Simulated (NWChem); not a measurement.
System: BN₂H₅; SMILES B(N)N

The following NWChem deck was run.

```
start job
memory heap 200 mb stack 900 mb global 1100 mb
geometry units angstroms
  B      0.000000     0.000000    -0.481123
  H      0.000000     0.000000    -1.694724
  N     -1.243095     0.000000     0.188027
  H     -2.117778     0.000000    -0.313887
  H     -1.352224     0.000000     1.192929
  N      1.243095     0.000000     0.188027
  H      1.352224     0.000000     1.192929
  H      2.117778     0.000000    -0.313887
end
basis spherical
  B library def2-svp
  H library def2-svp
  N library def2-svp
end
dft
  xc becke88 lyp
  iterations 150
end
driver
  maxiter 120
end
task dft optimize
task dft freq
```

Excerpt of the output:

```
             Northwest Computational Chemistry Package (NWChem) 7.3.0
             --------------------------------------------------------

 C2V symmetry detected

                             Geometry "geometry" -> ""
                             -------------------------

 Output coordinates in angstroms (scale by  1.889725989 to convert to a.u.)

  No.       Tag          Charge          X              Y              Z
 ---- ---------------- ---------- -------------- -------------- --------------
    1 B                    5.0000     0.00000000     0.00000000    -0.49321146
    2 H                    1.0000     0.00000000     0.00000000    -1.70681246
    3 N                    7.0000    -1.24309500     0.00000000     0.17593854
    4 H                    1.0000    -2.11777800     0.00000000    -0.32597546
    5 H                    1.0000    -1.35222400     0.00000000     1.18084054
    6 N                    7.0000     1.24309500     0.00000000     0.17593854
    7 H                    1.0000     1.35222400     0.00000000     1.18084054
    8 H                    1.0000     2.11777800     0.00000000    -0.32597546

 Effective nuclear repulsion energy (a.u.)      68.5768651308

      Symmetry information
      --------------------

 Group name             C2v
 Group number             16
 Group order               4
 No. of unique centers     5

                                Z-matrix (autoz)
                                --------

 Units are Angstrom for bonds and degrees for angles

      Type          Name      I     J     K     L     M      Value
      ----------- --------  ----- ----- ----- ----- ----- ----------
    1 Stretch                  1     2                       1.21360
    2 Stretch                  1     3                       1.41175
    3 Stretch                  1     6                       1.41175
    4 Stretch                  3     4                       1.00846
    5 Stretch                  3     5                       1.01081
    6 Stretch                  6     7                       1.01081
    7 Stretch                  6     8                       1.00846
    8 Bend                     1     3     4               121.85847
    9 Bend                     1     3     5               124.49114
   10 Bend                     1     6     7               124.49114
   11 Bend                     1     6     8               121.85847
   12 Bend                     2     1     3               118.29329
   13 Bend                     2     1     6               118.29329
   14 Bend                     3     1     6               123.41341
   15 Bend                     4     3     5               113.65039
   16 Bend                     7     6     8               113.65039
   17 Torsion                  2     1     3     4          -0.00000
   18 Torsion                  2     1     3     5         180.00000
   19 Torsion                  2     1     6     7         180.00000
   20 Torsion                  2     1     6     8           0.00000
   21 Torsion                  3     1     6     7           0.00000
   22 Torsion                  3     1     6     8         180.00000
   23 Torsion                  4     3     1     6         180.00000
   24 Torsion                  5     3     1     6           0.00000

                           NWChem Geometry Optimization
                           ----------------------------

 maximum gradient threshold         (gmax) =   0.000450
 rms gradient threshold             (grms) =   0.000300
 maximum cartesian step threshold   (xmax) =   0.001800
 rms cartesian step threshold       (xrms) =   0.001200
 fixed trust radius                (trust) =   0.300000
 source of zmatrix                         =   autoz

          -------------------
          Energy Minimization
          -------------------

 Using diagonal initial Hessian
 Scaling for Hessian diagonals: bonds = 1.00  angles = 0.25  torsions = 0.10

          --------
          Step   0

                                 NWChem DFT Module
                                 -----------------

 Summary of "ao basis" -> "ao basis" (spherical)
 ------------------------------------------------------------------------------
       Tag                 Description            Shells   Functions and Types
 ---------------- ------------------------------  ------  ---------------------
 B                          def2-svp                 6       14   3s2p1d
 H                          def2-svp                 3        5   2s1p
 N                          def2-svp                 6       14   3s2p1d

      Symmetry analysis of basis
      --------------------------

        a1         28
        a2          7
        b1         22
        b2         10

            General Information
            -------------------
          SCF calculation type: DFT
          Wavefunction type:  closed shell.
          No. of atoms     :     8
          No. of electrons :    24
           Alpha electrons :    12
            Beta electrons :    12
          Charge           :     0
          Spin multiplicity:     1
          Use of symmetry is: on ; symmetry adaption is: on
          Maximum number of iterations: 150
          AO basis - number of functions:    67
                     number of shells:    33
          Convergence on energy requested:  1.00D-06
          Convergence on density requested:  1.00D-05
          Convergence on gradient requested:  5.00D-04

              XC Information
              --------------
                    Becke 1988 Exchange Functional  1.000
              Lee-Yang-Parr Correlation Functional  1.000

             Grid Information
             ----------------
          Grid used for XC integration:  medium
          Radial quadrature: Mura-Knowles
          Angular quadrature: Lebedev.
          Tag              B.-S. Rad. Rad. Pts. Rad. Cut. Ang. Pts.
          ---              ---------- --------- --------- ---------
          B                   0.85       49           8.0       434
          H                   0.35       45          11.0       434
          N                   0.65       49          10.0       434
          Grid pruning is: on
          Number of quadrature shells:   233
          Spatial weights used:  Erf1

      Superposition of Atomic Density Guess
      -------------------------------------

 Sum of atomic energies:        -135.48875289

      Non-variational initial energy
      ------------------------------

 Total energy =    -137.146605
 1-e energy   =    -317.101513
 2-e energy   =     111.378043
 HOMO         =      -0.340384
 LUMO         =       0.088395

      Symmetry analysis of molecular orbitals - initial
      -------------------------------------------------

  Numbering of irreducible representations:

     1 a1          2 a2          3 b1          4 b2

  Orbital symmetries:

     1 a1          2 b1          3 a1          4 a1          5 b1
     6 a1          7 a1          8 b1          9 b1         10 a1
    11 b2         12 a2         13 b2         14 a1         15 b1
    16 a1         17 b1         18 a1         19 b1         20 a1
    21 a1         22 b2

   convergence    iter        energy       DeltaE   RMS-Dens  Diis-err
 ---------------- ----- ----------------- --------- --------- ---------
 d= 0,ls=0.0,diis     1   -137.2226184702 -2.06D+02  1.37D-02  4.44D-01
 d= 0,ls=0.0,diis     2   -137.2156956212  6.92D-03  7.20D-03  5.75D-01
 d= 0,ls=0.0,diis     3   -137.2727549918 -5.71D-02  1.82D-03  5.25D-02
 d= 0,ls=0.0,diis     4   -137.2784141283 -5.66D-03  4.19D-04  1.04D-03
 d= 0,ls=0.0,diis     5   -137.2785429354 -1.29D-04  1.20D-04  6.75D-05
  Resetting Diis
 d= 0,ls=0.0,diis     6   -137.2785539558 -1.10D-05  1.05D-05  5.20D-07
 d= 0,ls=0.0,diis     7   -137.2785540421 -8.63D-08  9.46D-07  1.55D-09

         Total DFT energy =     -137.278554042094
      One electron energy =     -320.840851992509
           Coulomb energy =      134.722671301531
    Exchange-Corr. energy =      -19.737238481900
 Nuclear repulsion energy =       68.576865130784

 Numeric. integr. density =       24.000002105064

                  Occupations of the irreducible representations
                  ----------------------------------------------

                     irrep           alpha         beta
                     --------     --------     --------
                     a1                6.0          6.0
                     a2                1.0          1.0
                     b1                4.0          4.0
                     b2                1.0          1.0

[...]

      ----------------------
      Optimization converged
      ----------------------

  Step       Energy      Delta E   Gmax     Grms     Xrms     Xmax
  ---- ---------------- -------- -------- -------- -------- --------
@    3    -137.27907745 -5.1D-07  0.00004  0.00002  0.00044  0.00130
                                     ok       ok       ok       ok

                                Z-matrix (autoz)
                                --------

 Units are Angstrom for bonds and degrees for angles

      Type          Name      I     J     K     L     M      Value     Gradient
      ----------- --------  ----- ----- ----- ----- ----- ---------- ----------
    1 Stretch                  1     2                       1.21801   -0.00001
    2 Stretch                  1     3                       1.42267    0.00004
    3 Stretch                  1     6                       1.42267    0.00004
    4 Stretch                  3     4                       1.01800   -0.00000
    5 Stretch                  3     5                       1.02095   -0.00000
    6 Stretch                  6     7                       1.02095   -0.00000
    7 Stretch                  6     8                       1.01800   -0.00000
    8 Bend                     1     3     4               121.99672    0.00001
    9 Bend                     1     3     5               124.75006   -0.00003
   10 Bend                     1     6     7               124.75006   -0.00003
   11 Bend                     1     6     8               121.99672    0.00001
   12 Bend                     2     1     3               118.21129   -0.00001
   13 Bend                     2     1     6               118.21129   -0.00001
   14 Bend                     3     1     6               123.57743    0.00002
   15 Bend                     4     3     5               113.25323    0.00002
   16 Bend                     7     6     8               113.25323    0.00002
   17 Torsion                  2     1     3     4          -0.00000    0.00000
   18 Torsion                  2     1     3     5         180.00000    0.00000
   19 Torsion                  2     1     6     7         180.00000    0.00000
   20 Torsion                  2     1     6     8           0.00000    0.00000
   21 Torsion                  3     1     6     7           0.00000    0.00000
   22 Torsion                  3     1     6     8         180.00000    0.00000
   23 Torsion                  4     3     1     6         180.00000    0.00000
   24 Torsion                  5     3     1     6           0.00000    0.00000

                         Geometry "geometry" -> "geometry"
                         ---------------------------------

 Output coordinates in angstroms (scale by  1.889725989 to convert to a.u.)

  No.       Tag          Charge          X              Y              Z
 ---- ---------------- ---------- -------------- -------------- --------------
    1 B                    5.0000     0.00000000     0.00000000    -0.49657865
    2 H                    1.0000     0.00000000     0.00000000    -1.71458989
    3 N                    7.0000    -1.25367272     0.00000000     0.17595273
    4 H                    1.0000    -2.13712761     0.00000000    -0.32984277
    5 H                    1.0000    -1.36993443     0.00000000     1.19026598
    6 N                    7.0000     1.25367272     0.00000000     0.17595273
    7 H                    1.0000     1.36993443     0.00000000     1.19026598
    8 H                    1.0000     2.13712761     0.00000000    -0.32984277

 Effective nuclear repulsion energy (a.u.)      68.0099001752

      Symmetry information
      --------------------

 Group name             C2v
 Group number             16
 Group order               4
 No. of unique centers     5

                Final and change from initial internal coordinates
                --------------------------------------------------

                                Z-matrix (autoz)
                                --------

 Units are Angstrom for bonds and degrees for angles

[...]

 Rotational Constants
 --------------------
 A=   1.753615 cm-1  (  2.523005 K)
 B=   0.295719 cm-1  (  0.425464 K)
 C=   0.253047 cm-1  (  0.364070 K)

 Temperature                      =   298.15K
 frequency scaling parameter      =   1.0000

 Zero-Point correction to Energy  =   40.091 kcal/mol  (  0.063889 au)
 Thermal correction to Energy     =   42.991 kcal/mol  (  0.068511 au)
 Thermal correction to Enthalpy   =   43.583 kcal/mol  (  0.069455 au)

 Total Entropy                    =   63.431 cal/mol-K
   - Translational                =   37.258 cal/mol-K (mol. weight =  44.0546)
   - Rotational                   =   20.649 cal/mol-K (symmetry #  =        2)
   - Vibrational                  =    5.525 cal/mol-K

 Cv (constant volume heat capacity) =   15.591 cal/mol-K
   - Translational                  =    2.979 cal/mol-K
   - Rotational                     =    2.979 cal/mol-K
   - Vibrational                    =    9.632 cal/mol-K

[normal modes left out]

 ----------------------------------------------------------------------------
 Normal Eigenvalue ||           Projected Infra Red Intensities
  Mode   [cm**-1]  || [atomic units] [(debye/angs)**2] [(KM/mol)] [arbitrary]
 ------ ---------- || -------------- ----------------- ---------- -----------
    1       -0.000 ||    0.000000           0.000         0.000       0.000
    2       -0.000 ||    0.000873           0.020         0.851       0.203
    3       -0.000 ||    0.000783           0.018         0.763       0.182
    4       -0.000 ||    0.001902           0.044         1.854       0.441
    5       -0.000 ||    0.000753           0.017         0.734       0.175
    6        0.000 ||    0.008818           0.203         8.596       2.047
    7      295.432 ||    0.000000           0.000         0.000       0.000
    8      350.590 ||    0.355608           8.204       346.665      82.551
    9      390.780 ||    0.001906           0.044         1.858       0.443
   10      453.403 ||    0.000000           0.000         0.000       0.000
   11      586.253 ||    0.002600           0.060         2.534       0.603
   12      784.042 ||    0.000052           0.001         0.051       0.012
   13      894.871 ||    0.005242           0.121         5.110       1.217
   14      899.293 ||    0.005338           0.123         5.204       1.239
   15     1068.541 ||    0.000527           0.012         0.514       0.122
   16     1142.810 ||    0.024800           0.572        24.177       5.757
   17     1387.137 ||    0.129587           2.990       126.328      30.082
   18     1544.149 ||    0.019198           0.443        18.716       4.457
   19     1559.804 ||    0.255827           5.902       249.393      59.388
   20     2512.892 ||    0.153866           3.550       149.996      35.718
   21     3494.158 ||    0.029018           0.669        28.288       6.736
   22     3495.254 ||    0.000821           0.019         0.801       0.191
   23     3598.529 ||    0.010402           0.240        10.141       2.415
   24     3599.663 ||    0.025936           0.598        25.284       6.021
 ----------------------------------------------------------------------------
```

Level: BLYP/def2-SVP.
